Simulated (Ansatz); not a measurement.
Gas-phase electronic energies from Ansatz, PBE0-D4/def2-TZVP geometries. CBS: MP2 limit from def2 TZ/QZ plus the TZ coupled-cluster correction, frozen cores. This one scheme is used for every species. DFT in def2-TZVPP. B3LYP here is the variant with VWN-RPA as its local correlation; programs differ in this. HSE06 is defined as in plane-wave codes. Each species was taken in one conformer, which may not be the lowest.

Reaction (ligand exchange at the Si–C bond): `NC(=O)[SiH2]F` + `[SiH3]N[SiH3]` → `F[SiH2]N([SiH3])[SiH3]` + `NC=O`

| level | ΔE (kcal/mol) | difference from CCSD(T)/CBS |
| --- | --- | --- |
| LDA (SPW92) | -19.1 | 2.8 |
| PBE-D4 | -18.9 | 3.0 |
| B97M-V | -21.4 | 0.5 |
| PBE0-D4 | -20.7 | 1.2 |
| B3LYP-D4 | -20.8 | 1.1 |
| r2SCANh-D4 | -21.4 | 0.5 |
| r2SCAN0-D4 | -22.0 | -0.1 |
| HSE06-D4 | -20.7 | 1.2 |
| BHLYP-D4 | -23.1 | -1.2 |
| CAM-B3LYP-D4 | -21.0 | 0.9 |
| ωB97X-V | -21.0 | 0.9 |
| ωB97M-V | -21.4 | 0.5 |
| B2PLYP | -20.6 | 1.3 |
| PBE-QIDH | -22.1 | -0.2 |
| PBE | -17.7 | 4.2 |
| revPBE | -17.0 | 4.9 |
| BLYP | -17.1 | 4.8 |
| r2SCAN | -20.5 | 1.4 |
| PBE0 | -19.7 | 2.2 |
| B3LYP | -18.9 | 3.0 |
| r2SCANh | -21.0 | 0.9 |
| r2SCAN0 | -21.6 | 0.3 |
| HSE06 | -19.7 | 2.2 |
| BHLYP | -21.0 | 0.9 |
| LC-ωPBE | -20.3 | 1.6 |
| RPA@PBE/def2-TZVPP | -21.7 | 0.2 |
| MP2/def2-SVP | -22.3 | -0.4 |
| CCSD/def2-SVP | -21.9 | 0.0 |
| CCSD(T)/def2-SVP | -21.7 | 0.2 |
| HF/def2-TZVPP | -22.8 | -0.9 |
| MP2/def2-TZVPP | -23.1 | -1.2 |
| SCS-MP2/def2-TZVPP | -22.7 | -0.8 |
| CCSD/def2-TZVPP | -22.4 | -0.5 |
| CCSD(T)/def2-TZVPP | -22.2 | -0.3 |
| HF/def2-QZVPP | -23.2 | -1.3 |
| MP2/def2-QZVPP | -23.1 | -1.2 |
| SCS-MP2/def2-QZVPP | -22.6 | -0.7 |
| HF/CBS(def2) | -23.2 | -1.3 |
| MP2/CBS(def2) | -22.8 | -0.9 |
| CCSD/CBS(def2) | -22.1 | -0.2 |
| CCSD(T)/CBS | -21.9 | 0 |

Largest T1 diagnostic among the species: 0.016.

Leaving LDA and LC-ωPBE aside and taking each functional with its dispersion term where it has one, the values spread over 4.1 kcal/mol, from BHLYP-D4 to PBE-D4. LDA lies −1.4 kcal/mol from PBE without D4. From r2SCAN to r2SCAN0 (25 % exact exchange), in def2-TZVPP and without D4, ΔE moves by −1.1 kcal/mol. The D4 term adds −1.9 kcal/mol with B3LYP and −1.1 kcal/mol with PBE0; it sums over pairs of atoms, weighted by their polarisabilities, and B3LYP, whose exchange is more repulsive, gets the larger term.
